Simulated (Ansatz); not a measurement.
```yaml
crystal:
  periodic: [false, false, false]
  atoms:
    - {symbol: B, position_ang: [-0.758974, 0.858241, -0.544819]}
    - {symbol: C, position_ang: [0.757781, 0.767748, -0.666732]}
    - {symbol: C, position_ang: [1.027783, -0.157718, 0.292848]}
    - {symbol: Ge, position_ang: [-0.770785, -0.961800, 0.434463]}
    - {symbol: H, position_ang: [-1.478228, 1.802192, -0.666044]}
    - {symbol: H, position_ang: [1.498971, 1.413418, -1.133639]}
    - {symbol: H, position_ang: [1.983397, -0.268663, 0.806158]}
    - {symbol: H, position_ang: [-0.842958, -2.260682, -0.384903]}
    - {symbol: H, position_ang: [-1.328386, -1.239237, 1.845568]}
basis:
  gaussian: {orbitals: def2-SVP, final_grid: {core_spheres: 1, valence_spheres: 1, degree: 5}}
hamiltonian: {xc: {name: r2SCAN}}
```

```sh
$ ansatz run in.yaml --threads 2 --pin off --events-out ev --progress --plain --max-ram 4352MiB
```

Output, abridged:

```
Functional definition: r2SCAN
1111 factors; their error is unknown
mean field evaluation 1: about -59330.7332 eV, gradient 4.7e1 eV
mean field evaluation 2: about -59319.7379 eV, gradient 7.7e1 eV
mean field evaluation 4: about -59336.5881 eV, gradient 6.9e0 eV
mean field evaluation 8: about -59295.2965 eV, gradient 1.7e2 eV
mean field evaluation 16: about -59347.1626 eV, gradient 6.1e0 eV
mean field evaluation 32: about -59347.3826 eV, gradient 5.3e-3 eV
mean field -59347.38258937 eV, -2180.9760830587 hartree, gradient 1.2e-5 eV, S^2 0.000000; 0 other end points of the search recorded, 0 dependent functions left out
reference -59347.38263809 eV, -2180.9760848489 hartree; 27, 27 occupied and 72, 72 virtual orbitals, 1111 factors
Total energy: -59347.38263809 eV, -2180.9760848489 hartree
```

(1) What is wrong with this run?

## Answers

(1) The integration grid is far too coarse. The run converged. The result belongs to that input, not to the molecule as meant.
